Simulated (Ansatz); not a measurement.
## Molecular dynamics of CH$_{8}$BNSSi$_{2}$

The input (input.yaml):

```yaml
crystal:
  periodic: [false, false, false]
  atoms:
    - { symbol: B, position_ang: [-2.326718, -0.532661, 0.799095] }
    - { symbol: S, position_ang: [-1.863398, -0.963291, -0.818932] }
    - { symbol: Si, position_ang: [0.205907, -0.29229, -0.894653] }
    - { symbol: Si, position_ang: [1.517727, -1.364476, 0.607412] }
    - { symbol: C, position_ang: [0.213629, 1.57409, -0.607155] }
    - { symbol: "N", position_ang: [0.775931, 2.369748, -1.509084] }
    - { symbol: H, position_ang: [-3.432287, -0.762968, 1.124775] }
    - { symbol: H, position_ang: [-1.588553, -0.032205, 1.565186] }
    - { symbol: H, position_ang: [0.650432, -0.541359, -2.260831] }
    - { symbol: H, position_ang: [1.456673, -2.802134, 0.391532] }
    - { symbol: H, position_ang: [1.085246, -1.081927, 1.966868] }
    - { symbol: H, position_ang: [2.899146, -0.932062, 0.458943] }
    - { symbol: H, position_ang: [-0.266972, 1.947413, 0.332678] }
    - { symbol: H, position_ang: [0.660338, 3.38492, -1.126934] }
basis:
  gaussian: { orbitals: STO-3G }
hamiltonian:
  xc: pbe
  dispersion: d4
md:
  timestep: 0.5
  n_steps: 432
  ensemble: nvt_langevin
  temperature: 700.0
  initial_velocities: maxwell_boltzmann
  seed: 781229
  friction: 0.005
scf:
  lower_state_search: "off"
```

Run as:

```bash
$ ansatz run input.yaml --threads 1 --pin off --max-ram 2048MiB --backend cpu --events-out ev --progress --plain --runs-dir out
```

It starts from a relaxed structure.

Output, in part (step lines, the closing report, with atoms numbered from 0):

```
md step     0: t =     0.00 fs  T =   650.0 K  F+E_penalty+E_count = -29563.53134098 eV  E_kin = 1.176266 eV  (15 SCF iters)
[... lines left out ...]
Total energy: -29562.42324701 eV, -1086.3990161973 hartree
Atom 0 at    -2.574597    -0.843088     0.305061 Å, force    -1.570264     1.768755    -0.677876 eV/Å
Atom 1 at    -1.687803    -1.448361    -1.082055 Å, force    -1.016377    -0.557351     0.304970 eV/Å
Atom 2 at     0.212860    -0.517012    -0.984510 Å, force     1.835906     0.048572     0.729967 eV/Å
Atom 3 at     1.423431    -1.540637     0.727614 Å, force     0.076551     0.817469    -0.210654 eV/Å
Atom 4 at     0.317786     1.380122    -0.897570 Å, force     0.301293    -0.665150     1.712070 eV/Å
Atom 5 at     1.294884     1.534495     0.001097 Å, force     0.107830     0.582209    -0.025846 eV/Å
Atom 6 at    -3.712506    -1.199830     0.407673 Å, force     0.700791    -0.598180     0.033618 eV/Å
Atom 7 at    -2.465238     0.230013     0.859448 Å, force     0.971152    -1.072719    -0.120937 eV/Å
Atom 8 at     1.052619    -0.882348    -2.117641 Å, force    -0.469090    -0.169515    -0.517311 eV/Å
Atom 9 at     1.964763    -2.750502     0.063552 Å, force    -0.223760     0.291568     0.631257 eV/Å
Atom 10 at     0.594367    -1.811624     1.907257 Å, force    -0.007267    -0.356367    -0.386091 eV/Å
Atom 11 at     2.533077    -0.736093     1.301585 Å, force    -0.383361    -0.420141    -0.580499 eV/Å
Atom 12 at    -0.437258     2.099175    -1.308689 Å, force     0.350961     0.286332    -0.038750 eV/Å
Atom 13 at     1.510683     2.558119     0.345892 Å, force    -0.674365     0.044518    -0.853919 eV/Å
Dipole moment:     0.192560     0.232091    -0.224369 e Å
```

The steps, from the saved trajectory:

| time (fs) | T (K) | potential energy less start (eV) |
| --- | --- | --- |
| 0.0 | 650 | 0.000 |
| 7.0 | 261 | 0.670 |
| 14.0 | 356 | 0.548 |
| 21.0 | 418 | 0.445 |
| 28.0 | 354 | 0.590 |
| 35.0 | 506 | 0.384 |
| 42.0 | 277 | 0.792 |
| 49.0 | 528 | 0.554 |
| 56.0 | 281 | 0.973 |
| 63.0 | 397 | 0.782 |
| 70.0 | 535 | 0.602 |
| 77.0 | 390 | 0.901 |
| 84.0 | 531 | 0.719 |
| 91.0 | 493 | 0.719 |
| 98.0 | 479 | 0.675 |
| 105.0 | 535 | 0.690 |
| 112.0 | 554 | 0.811 |
| 119.0 | 671 | 0.820 |
| 126.0 | 456 | 1.240 |
| 133.0 | 606 | 1.195 |
| 140.0 | 785 | 0.975 |
| 147.0 | 574 | 1.092 |
| 154.0 | 752 | 0.872 |
| 161.0 | 545 | 1.284 |
| 168.0 | 578 | 1.190 |
| 175.0 | 617 | 1.265 |
| 182.0 | 647 | 1.218 |
| 189.0 | 974 | 0.594 |
| 196.0 | 736 | 1.086 |
| 203.0 | 858 | 0.819 |
| 210.0 | 456 | 1.482 |

The run went to its last step. A run of 0.22 ps of so small a system gives no equilibrium averages. Limits of this set-up: minimal basis.

The same pairs are bonded in the first frame and the last. Pairs count as bonded within 1.25 times the sum of covalent radii (0.12 Å more for H–H).

Last frame:

```xyz
14
Properties=species:S:1:pos:R:3
B -2.575 -0.843 0.305
S -1.688 -1.448 -1.082
Si 0.213 -0.517 -0.985
Si 1.423 -1.541 0.728
C 0.318 1.380 -0.898
N 1.295 1.534 0.001
H -3.712 -1.200 0.408
H -2.465 0.230 0.859
H 1.053 -0.882 -2.118
H 1.965 -2.751 0.064
H 0.594 -1.812 1.907
H 2.533 -0.736 1.302
H -0.437 2.099 -1.309
H 1.511 2.558 0.346
```

Time of the run: 26 min on 1 thread of Intel(R) Xeon(R) Processor @ 2.70GHz, on a shared host, peak memory 0.1 GiB.
